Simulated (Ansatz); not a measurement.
# Reading a saddle point

A first-order saddle point of Ge₂H₅Cl, singlet, PBE0-D4/def2-TZVP, with one imaginary mode of 211i cm⁻¹:

```csv
atom,x (Å),y (Å),z (Å)
Ge1,-0.0659,-0.4411,1.2150
Ge2,-0.2588,0.9268,-1.1643
Cl3,0.9503,-1.1623,-0.8225
H4,-1.0592,0.4561,-2.4246
H5,0.9251,1.6904,-1.8479
H6,-1.5918,-0.5669,1.2802
H7,0.5560,0.7927,1.8786
H8,0.5443,-1.6957,1.8854
```

Ansatz 0.2.0; basis: def2-TZVPP and def2-QZVPP; cores frozen in the correlated methods. Filled d shells of the heavier atoms are correlated. The def2 sets are not built for correlating such inner shells, so the correlated values are less sure here. Extrapolation: Hartree–Fock as exp(−7.88 √X), correlation as X^−2.97.

**Question.** Which contacts change along the imaginary mode, and what lies on either side? (A judgement: the text doesn't fix the answer.)

**Answer.** Computed: The step is Ge₂H₅Cl ([Cl][GeH2][GeH3]) → GeH₃Cl ([Cl][GeH3]) + GeH₂ (still joined by a long Ge–Cl bond), with the molecules in contact on both sides. Shortening one way: Ge1–Cl3; lengthening the same way: Ge1–Ge2, Ge2–Cl3.
| pair | one side (Å) | saddle (Å) | other side (Å) |
| --- | --- | --- | --- |
| Ge1–Cl3 | 3.69 | 2.39 | 2.20 |
| Ge1–Ge2 | 2.42 | 2.75 | 3.49 |
| Ge2–Cl3 | 2.17 | 2.44 | 2.61 |

**Question.** Which side is lower, and how far does the saddle lie above each? (To be estimated.)

**Answer.** By the calculation: The side with Ge1–Ge2, Ge2–Cl3 short is lower by 1.657 eV; the saddle lies 2.059 eV above it and 0.402 eV above the other (CCSD(T) at an estimated basis limit (MP2 extrapolated from triple and quadruple zeta, plus CCSD(T) − MP2 in triple zeta); electronic energies).

T1 diagnostic: at most 0.013.

Losses and insertions of silylenes and their heavier kin drive the gas-phase chemistry of silicon and germanium vapour deposition.

Labels in which every atom is bracketed show which atoms are joined, not bond orders.

For scale, one of the runs: CCSD(T)/def2-TZVPP, 208 basis functions, launched by `ansatz run in.yaml --threads 4 --pin off --events-out ev --progress --plain --max-ram 9574MiB`. The run took 2.6 min on 4 CPU threads of an Intel Xeon (shared host), with 2.7 GiB of host memory at its peak.
